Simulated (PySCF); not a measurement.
## Frontier levels across methods

C₄H₅FSSi.
Structure used (PBE0-D3(BJ)/def2-SVP), in Å, numbered top down from 1:
```
atom  x, y, z in Å
F1    -2.956    1.496   -0.722
C2    -1.806    0.934   -0.411
C3    -1.618   -0.290    0.164
C4    -0.232   -0.552    0.348
C5     0.601    0.458   -0.081
Si6    2.465    0.482   -0.008
S7    -0.331    1.771   -0.730
H8    -2.436   -0.957    0.435
H9     0.148   -1.475    0.791
H10    3.062    0.625   -1.370
H11    2.889   -0.817    0.593
H12    2.964    1.612    0.834
```

Basis pcSseg-1 throughout (PySCF), one geometry. Geometry: PBE0-D3(BJ)/def2-SVP; no solvent, vibrations or thermal averaging.

How do the orbital energies, the gap and the dipole change with the method?

| method | kind | HOMO (eV) | LUMO (eV) | gap (eV) | μ (D) | SCF cycles |
| --- | --- | --- | --- | --- | --- | --- |
| B97-D | GGA | -5.80 | -1.62 | 4.18 | 1.00 | 16 |
| OPBE | GGA | -5.85 | -1.64 | 4.21 | 0.98 | 16 |
| KT2 | GGA | -5.87 | -1.69 | 4.19 | 1.03 | 16 |
| BP86 | GGA | -5.97 | -1.81 | 4.16 | 0.99 | 16 |
| B3LYP | global hybrid | -6.71 | -1.06 | 5.65 | 1.11 | 13 |
| PBE0 | global hybrid | -6.96 | -0.91 | 6.05 | 1.16 | 14 |
| mPW1PW91 | global hybrid | -6.98 | -0.93 | 6.06 | 1.18 | 13 |
| CAM-B3LYP | range-separated hybrid | -8.17 | 0.20 | 8.37 | 1.20 | 13 |

The HOMO spans 2.37 eV, from B97-D down to CAM-B3LYP, and the gap runs from 4.16 eV (BP86) to 8.37 eV (CAM-B3LYP). Over the methods B97-D (0 %), OPBE (0 %), KT2 (0 %), BP86 (0 %), B3LYP (20 %), PBE0 (25 %), mPW1PW91 (25 %), a straight line through the gap against the share of exact exchange rises by 0.75 eV for each 10 % (correlation coefficient 1.000). The dipole ranges from 0.98 D (OPBE) to 1.20 D (CAM-B3LYP). This basis has no diffuse functions.
